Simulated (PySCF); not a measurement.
Constitutional and geometric isomers with formula CH6OSi2. Gas-phase values, no solvent. One relaxed conformer stands for each flexible species; it need not be the lowest. Strings in code marks are SMILES.

The vertical ionisation energy (Delta-SCF) from two functionals at the same geometries (B3LYP-D3(BJ)/def2-TZVP), both in PySCF: PBE-D3(BJ)/def2-TZVP and TPSSh-D3(BJ)/def2-TZVP. Delta-SCF ions had no search for a lower state. 

```
species                                     TPSSh-D3(BJ)/def2-TZVP (eV)
------------------------------------------  ---------------------------
`C=[SiH]O[SiH3]` (C–Si–O–Si torsion 1°)                            8.20
`C/[SiH]=[SiH]\O` (Si–Si–O–H torsion 132°)                         7.41
`[SiH](=O)[SiH2]C` (C–Si–Si–O torsion 0°)                          9.41
`C=[Si](O)[SiH3]` (Si–Si–O–H torsion 180°)                         7.99
```

**Question.** What does PBE-D3(BJ)/def2-TZVP give for each?

**Answer.** 
- `C=[SiH]O[SiH3]` (C–Si–O–Si torsion 1°): 8.32
- `C/[SiH]=[SiH]\O` (Si–Si–O–H torsion 132°): 7.45
- `[SiH](=O)[SiH2]C` (C–Si–Si–O torsion 0°): 9.32
- `C=[Si](O)[SiH3]` (Si–Si–O–H torsion 180°): 8.10
Over these rows, drawn at random from the members with no instability flagged (it was tested for open shells, ions and some series alone), PBE minus TPSSh-D3(BJ): mean +0.05 eV, from -0.09 eV to +0.12 eV.
